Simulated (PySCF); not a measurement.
C4H11As, SMILES CC(C)(C)[AsH2].

Geometry optimised at PBE0-D3(BJ)/def2-SVP.

Computed with PBE0-D3(BJ)/def2-SVP in PySCF.

Frequencies are harmonic and unscaled.

Computed harmonic wavenumbers and intensities:
```tsv
mode	ν (cm⁻¹)	IR (km/mol)	moving atoms (share of kinetic energy)
1	155	0.6	H 97 %
2	231	0.0	H 52 %, C 42 %
3	247	0.0	C 46 %, H 43 %, As 11 %
4	251	0.1	H 82 %, C 15 %
5	284	0.4	H 66 %, C 20 %, As 14 %
6	293	0.6	H 43 %, C 37 %, As 20 %
7	294	0.0	H 94 %
8	380	0.1	C 57 %, H 42 %
9	382	0.1	C 57 %, H 42 %
10	543	0.6	C 59 %, H 34 %
11	735	21.7	H 92 %
12	749	7.6	H 94 %
13	845	1.4	C 66 %, H 34 %
14	953	0.0	H 82 %, C 18 %
15	955	1.0	H 64 %, C 36 %
16	957	0.8	H 63 %, C 37 %
17	994	17.6	H 98 %
18	1036	2.9	H 69 %, C 31 %
19	1037	3.3	H 69 %, C 31 %
20	1196	24.1	C 58 %, H 42 %
21	1245	0.0	C 68 %, H 32 %
22	1251	0.7	C 68 %, H 32 %
23	1381	10.5	H 75 %, C 25 %
24	1381	10.9	H 74 %, C 26 %
25	1405	0.2	H 80 %, C 20 %
26	1447	0.1	H 96 %
27	1452	0.3	H 96 %
28	1454	0.3	H 96 %
29	1472	11.4	H 95 %
30	1475	10.4	H 95 %
31	1483	10.7	H 95 %
32	2199	95.4	H 99 %
33	2213	115.6	H 99 %
34	3030	28.6	H 97 %
35	3035	23.2	H 97 %
36	3038	37.0	H 97 %
37	3121	7.3	H 91 %, C 9 %
38	3123	3.6	H 91 %, C 9 %
39	3125	42.5	H 91 %, C 9 %
40	3142	5.2	H 90 %, C 10 %
41	3144	20.6	H 91 %, C 9 %
42	3152	15.7	H 90 %, C 10 %
```
